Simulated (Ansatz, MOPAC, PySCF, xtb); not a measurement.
Torsion H3–P1–P2–H5 in H4P2 (SMILES PP); at each angle all else is relaxed with GFN2-xTB, and the levels are single points there.
Geometry at 20° (charge 0, multiplicity 1):
```tsv
atom	x (Å)	y (Å)	z (Å)
P	-1.0492	-0.2949	-0.6029
P	1.0983	-0.1913	-0.3556
H	-1.3524	1.0367	-0.3244
H	-1.2741	-0.6906	0.7132
H	1.1611	0.9745	0.4057
H	1.2954	0.4989	-1.5489
```

| level | energy at 100° less that at 20° (kcal/mol) | minus CCSD(T)/CBS(cc-pV(T+d)Z, cc-pV(Q+d)Z) | cost |
|---|---|---|---|
| GFN-FF | 0.50 | -3.71 | - |
| PM6 | 2.39 | -1.82 | - |
| HF/cc-pV(D+d)Z | 4.46 | 0.24 | - |
| HF/cc-pV(Q+d)Z | 4.43 | 0.22 | - |
| B3LYP/6-311+G** | 3.98 | -0.23 | - |
| PBE0-D4/def2-TZVPP | 4.31 | 0.10 | ×1 |
| M06-2X/def2-TZVPP | 4.23 | 0.02 | - |
| MP2/cc-pV(T+d)Z | 4.56 | 0.35 | - |
| SCS-MP2/cc-pV(D+d)Z | 4.35 | 0.14 | - |
| SCS-MP2/cc-pV(T+d)Z | 4.37 | 0.15 | - |
| CCSD/cc-pV(Q+d)Z | 4.18 | -0.03 | - |
| CCSD(T)/cc-pV(T+d)Z | 4.12 | -0.09 | ×8 |
| CCSD(T)/cc-pV(Q+d)Z | 4.17 | -0.04 | ×300* |
| CCSD(T)/CBS(cc-pV(T+d)Z, cc-pV(Q+d)Z) | 4.21 | 0.00 | ×300* |

 The comparison column counts from a level with limits of its own.

The rows run from 0.50 (GFN-FF) to 4.56 kcal/mol (MP2/cc-pV(T+d)Z). In cc-pV(Q+d)Z the value moves HF 4.43, CCSD 4.18, CCSD(T) 4.17, a shift of -0.26 from HF to CCSD(T). From cc-pV(T+d)Z to cc-pV(Q+d)Z CCSD(T) changes by 0.05.

On the grid 0° to 180°, 100° is the highest and 20° the lowest point at CCSD(T)/CBS(cc-pV(T+d)Z, cc-pV(Q+d)Z).

Cores are frozen in the correlated methods. CBS(a, b) extrapolates the correlation energy as X⁻³ and adds the Hartree–Fock energy of set b. Rows in 6-311+G** carry no dispersion term and start afresh at each structure. The state that PM6 reach isn't checked.

The values were computed with Ansatz (Gaussian basis) for Hartree–Fock, density functionals and correlated methods; MOPAC for PM6 (differences of heats of formation); PySCF for 6-311+G** rows, M06-2X, the dispersion terms; xtb for the GFN methods. Values without a source in brackets are computed.

Costs are rough ratios of core time to PBE/def2-TZVPP (about 3 s over the structures, on one shared machine); a dash marks a level with no comparable run of its own. A star marks coupled-cluster runs past 200 virtual orbitals, where the program's memory plan changes under this machine's limit, so their costs aren't comparable with smaller runs.

Ansatz is an electronic-structure program.
